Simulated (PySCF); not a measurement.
SMILES C=C[Si](OC)(OC)OC (C5H12O3Si) (GFN2-xTB optimised geometry):

```
21

C      1.529    -0.712    -0.940
C      0.750    -0.203     0.000
Si    -1.135    -0.203     0.000
O     -1.720    -0.920     1.354
C     -1.451    -2.216     1.814
O     -1.534    -0.931    -1.393
C     -2.770    -0.933    -2.057
O     -1.832     1.264     0.000
C     -1.873     2.197     1.045
H      1.107    -1.173    -1.817
H      2.607    -0.690    -0.878
H      1.225     0.250     0.864
H     -2.073    -2.391     2.693
H     -1.685    -2.959     1.048
H     -0.398    -2.318     2.086
H     -3.152     0.083    -2.159
H     -3.502    -1.532    -1.510
H     -2.612    -1.367    -3.046
H     -2.161     1.718     1.981
H     -2.607     2.959     0.780
H     -0.895     2.667     1.172
```

Calculation: CAM-B3LYP/def2-SVP (PySCF).

Task: What are the frontier orbital energies and the dipole moment?

Result: HOMO-2 -9.39 eV, HOMO-1 -9.28 eV, HOMO -8.97 eV, LUMO 1.22 eV, LUMO+1 2.74 eV; dipole moment 0.90 D.

On the same geometry PBE/def2-SVP (PySCF) gives HOMO-2 -6.40 eV, HOMO-1 -6.28 eV, HOMO -6.20 eV, LUMO -1.04 eV, LUMO+1 0.95 eV; dipole moment 0.83 D.

Meta-Löwdin charges at CAM-B3LYP/def2-SVP: C1 -0.18, C2 -0.37, Si3 1.40, O4 -0.62, C5 -0.06, O6 -0.61, C7 -0.06, O8 -0.61, C9 -0.06, H10 0.11, H11 0.10, H12 0.10, H13 0.10, H14 0.09, H15 0.09, H16 0.10, H17 0.09, H18 0.10, H19 0.09, H20 0.10, H21 0.09.
